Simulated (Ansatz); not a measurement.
# Molecular dynamics of ClH3OSn

Input file:

```yaml
crystal:
  periodic: [false, false, false]
  atoms:
    - { symbol: Sn, position_ang: [-0.188836, 0.046124, -0.085298] }
    - { symbol: O, position_ang: [-0.487711, 0.214673, 1.87244] }
    - { symbol: H, position_ang: [-0.126324, -0.528524, 2.376311] }
    - { symbol: Cl, position_ang: [2.147878, -0.156011, -0.456787] }
    - { symbol: H, position_ang: [-0.723932, 1.537228, -0.719588] }
    - { symbol: H, position_ang: [-0.896975, -1.394889, -0.691278] }
basis:
  gaussian: { orbitals: def2-SVP }
hamiltonian:
  xc: b3lyp
md:
  timestep: 0.5
  n_steps: 150
  ensemble: nvt_langevin
  temperature: 700.0
  initial_velocities: maxwell_boltzmann
  seed: 83161
  friction: 0.001
```

Run as:

```bash
$ ansatz run input.yaml --threads 1 --pin off --max-ram 2048MiB --backend cpu --events-out ev --progress --plain --runs-dir out
```

It starts from a relaxed structure.

Output, in part (one step line in 3, the closing report, with atoms numbered from 0):

```
md step     0: t =     0.00 fs  T =   583.3 K  F+E_penalty+E_count = -20447.71222019 eV  E_kin = 0.452410 eV  (24 SCF iters)
md step     3: t =     1.50 fs  T =   498.6 K  F+E_penalty+E_count = -20447.66290119 eV  E_kin = 0.386713 eV  (30 SCF iters)
md step     6: t =     3.00 fs  T =   394.9 K  F+E_penalty+E_count = -20447.59203390 eV  E_kin = 0.306238 eV  (30 SCF iters)
md step     9: t =     4.50 fs  T =   354.6 K  F+E_penalty+E_count = -20447.55795768 eV  E_kin = 0.275001 eV  (29 SCF iters)
md step    12: t =     6.00 fs  T =   308.6 K  F+E_penalty+E_count = -20447.53872684 eV  E_kin = 0.239317 eV  (30 SCF iters)
md step    15: t =     7.50 fs  T =   353.3 K  F+E_penalty+E_count = -20447.56154477 eV  E_kin = 0.273979 eV  (30 SCF iters)
md step    18: t =     9.00 fs  T =   380.0 K  F+E_penalty+E_count = -20447.58417849 eV  E_kin = 0.294712 eV  (29 SCF iters)
md step    21: t =    10.50 fs  T =   345.7 K  F+E_penalty+E_count = -20447.54764722 eV  E_kin = 0.268114 eV  (29 SCF iters)
md step    24: t =    12.00 fs  T =   284.3 K  F+E_penalty+E_count = -20447.49344026 eV  E_kin = 0.220456 eV  (30 SCF iters)
md step    27: t =    13.50 fs  T =   237.3 K  F+E_penalty+E_count = -20447.45158515 eV  E_kin = 0.184023 eV  (30 SCF iters)
md step    30: t =    15.00 fs  T =   281.5 K  F+E_penalty+E_count = -20447.46882334 eV  E_kin = 0.218288 eV  (30 SCF iters)
md step    33: t =    16.50 fs  T =   388.0 K  F+E_penalty+E_count = -20447.55444164 eV  E_kin = 0.300924 eV  (30 SCF iters)
md step    36: t =    18.00 fs  T =   412.0 K  F+E_penalty+E_count = -20447.58006132 eV  E_kin = 0.319509 eV  (30 SCF iters)
md step    39: t =    19.50 fs  T =   356.6 K  F+E_penalty+E_count = -20447.54896822 eV  E_kin = 0.276563 eV  (30 SCF iters)
md step    42: t =    21.00 fs  T =   324.5 K  F+E_penalty+E_count = -20447.53776957 eV  E_kin = 0.251702 eV  (26 SCF iters)
md step    45: t =    22.50 fs  T =   323.3 K  F+E_penalty+E_count = -20447.52855854 eV  E_kin = 0.250753 eV  (27 SCF iters)
md step    48: t =    24.00 fs  T =   334.8 K  F+E_penalty+E_count = -20447.54031801 eV  E_kin = 0.259668 eV  (27 SCF iters)
md step    51: t =    25.50 fs  T =   407.1 K  F+E_penalty+E_count = -20447.59596317 eV  E_kin = 0.315768 eV  (27 SCF iters)
md step    54: t =    27.00 fs  T =   413.8 K  F+E_penalty+E_count = -20447.60220250 eV  E_kin = 0.320925 eV  (27 SCF iters)
md step    57: t =    28.50 fs  T =   354.8 K  F+E_penalty+E_count = -20447.56762855 eV  E_kin = 0.275180 eV  (27 SCF iters)
md step    60: t =    30.00 fs  T =   282.1 K  F+E_penalty+E_count = -20447.53231715 eV  E_kin = 0.218753 eV  (27 SCF iters)
md step    63: t =    31.50 fs  T =   238.7 K  F+E_penalty+E_count = -20447.50452134 eV  E_kin = 0.185122 eV  (27 SCF iters)
md step    66: t =    33.00 fs  T =   256.9 K  F+E_penalty+E_count = -20447.53068947 eV  E_kin = 0.199238 eV  (28 SCF iters)
md step    69: t =    34.50 fs  T =   328.2 K  F+E_penalty+E_count = -20447.57579425 eV  E_kin = 0.254522 eV  (31 SCF iters)
md step    72: t =    36.00 fs  T =   305.8 K  F+E_penalty+E_count = -20447.54947743 eV  E_kin = 0.237165 eV  (31 SCF iters)
md step    75: t =    37.50 fs  T =   261.0 K  F+E_penalty+E_count = -20447.51017209 eV  E_kin = 0.202424 eV  (31 SCF iters)
md step    78: t =    39.00 fs  T =   241.0 K  F+E_penalty+E_count = -20447.50430820 eV  E_kin = 0.186902 eV  (31 SCF iters)
md step    81: t =    40.50 fs  T =   234.3 K  F+E_penalty+E_count = -20447.50727439 eV  E_kin = 0.181723 eV  (31 SCF iters)
md step    84: t =    42.00 fs  T =   278.2 K  F+E_penalty+E_count = -20447.55007391 eV  E_kin = 0.215759 eV  (31 SCF iters)
md step    87: t =    43.50 fs  T =   325.6 K  F+E_penalty+E_count = -20447.59329526 eV  E_kin = 0.252532 eV  (31 SCF iters)
md step    90: t =    45.00 fs  T =   324.2 K  F+E_penalty+E_count = -20447.58778842 eV  E_kin = 0.251422 eV  (31 SCF iters)
md step    93: t =    46.50 fs  T =   317.7 K  F+E_penalty+E_count = -20447.57540760 eV  E_kin = 0.246388 eV  (31 SCF iters)
md step    96: t =    48.00 fs  T =   311.9 K  F+E_penalty+E_count = -20447.57154024 eV  E_kin = 0.241865 eV  (31 SCF iters)
md step    99: t =    49.50 fs  T =   323.4 K  F+E_penalty+E_count = -20447.58290153 eV  E_kin = 0.250821 eV  (30 SCF iters)
md step   102: t =    51.00 fs  T =   399.7 K  F+E_penalty+E_count = -20447.64372245 eV  E_kin = 0.310021 eV  (30 SCF iters)
md step   105: t =    52.50 fs  T =   432.7 K  F+E_penalty+E_count = -20447.66705655 eV  E_kin = 0.335598 eV  (30 SCF iters)
md step   108: t =    54.00 fs  T =   405.7 K  F+E_penalty+E_count = -20447.63279349 eV  E_kin = 0.314642 eV  (30 SCF iters)
md step   111: t =    55.50 fs  T =   376.2 K  F+E_penalty+E_count = -20447.61145401 eV  E_kin = 0.291763 eV  (28 SCF iters)
md step   114: t =    57.00 fs  T =   337.9 K  F+E_penalty+E_count = -20447.59747510 eV  E_kin = 0.262038 eV  (28 SCF iters)
md step   117: t =    58.50 fs  T =   295.2 K  F+E_penalty+E_count = -20447.58468060 eV  E_kin = 0.228913 eV  (28 SCF iters)
md step   120: t =    60.00 fs  T =   339.4 K  F+E_penalty+E_count = -20447.60180412 eV  E_kin = 0.263251 eV  (27 SCF iters)
md step   123: t =    61.50 fs  T =   349.4 K  F+E_penalty+E_count = -20447.59377181 eV  E_kin = 0.270973 eV  (27 SCF iters)
md step   126: t =    63.00 fs  T =   290.6 K  F+E_penalty+E_count = -20447.55712305 eV  E_kin = 0.225410 eV  (28 SCF iters)
md step   129: t =    64.50 fs  T =   229.7 K  F+E_penalty+E_count = -20447.51831356 eV  E_kin = 0.178120 eV  (28 SCF iters)
md step   132: t =    66.00 fs  T =   202.7 K  F+E_penalty+E_count = -20447.48764782 eV  E_kin = 0.157200 eV  (26 SCF iters)
md step   135: t =    67.50 fs  T =   224.1 K  F+E_penalty+E_count = -20447.50467627 eV  E_kin = 0.173784 eV  (27 SCF iters)
md step   138: t =    69.00 fs  T =   294.6 K  F+E_penalty+E_count = -20447.55899174 eV  E_kin = 0.228516 eV  (26 SCF iters)
md step   141: t =    70.50 fs  T =   343.5 K  F+E_penalty+E_count = -20447.56936170 eV  E_kin = 0.266407 eV  (26 SCF iters)
md step   144: t =    72.00 fs  T =   328.0 K  F+E_penalty+E_count = -20447.55399101 eV  E_kin = 0.254406 eV  (28 SCF iters)
md step   147: t =    73.50 fs  T =   335.7 K  F+E_penalty+E_count = -20447.55546020 eV  E_kin = 0.260323 eV  (28 SCF iters)
md step   150: t =    75.00 fs  T =   332.2 K  F+E_penalty+E_count = -20447.55555965 eV  E_kin = 0.257616 eV  (25 SCF iters)
Total energy: -20447.55579458 eV, -751.4338155996 hartree
Atom 0 at    -0.220938    -0.105485    -0.027742 Å, force    -1.128916    -1.854913    -0.479704 eV/Å
Atom 1 at    -0.484083     0.466465     1.825766 Å, force    -0.563910     0.571412     0.054846 eV/Å
Atom 2 at     0.121876     0.036500     2.420474 Å, force     0.512680    -0.347285     0.625966 eV/Å
Atom 3 at     2.016143     0.174169    -0.544626 Å, force     0.840790     0.126449    -0.226648 eV/Å
Atom 4 at    -1.234758     0.874039    -0.968794 Å, force    -0.038830     0.225257    -0.106673 eV/Å
Atom 5 at    -0.625704    -1.903544    -0.197318 Å, force     0.378186     1.279081     0.132213 eV/Å
Dipole moment:    -0.152461    -0.201836    -0.015078 e Å
```

The run went to its last step. The mean temperature of the second half is 55 % below the set value. A run of 0.075 ps of so small a system gives no equilibrium averages.

The same pairs are bonded in the first frame and the last. Pairs count as bonded within 1.25 times the sum of covalent radii (0.12 Å more for H–H).

Last frame:

```xyz
6
Properties=species:S:1:pos:R:3
Sn -0.221 -0.105 -0.028
O -0.484 0.467 1.826
H 0.122 0.036 2.421
Cl 2.016 0.174 -0.545
H -1.235 0.874 -0.969
H -0.626 -1.903 -0.197
```

Run time: 8.2 min on 1 thread of Arm Neoverse V1, with other jobs on the host, peak memory 0.14 GiB.
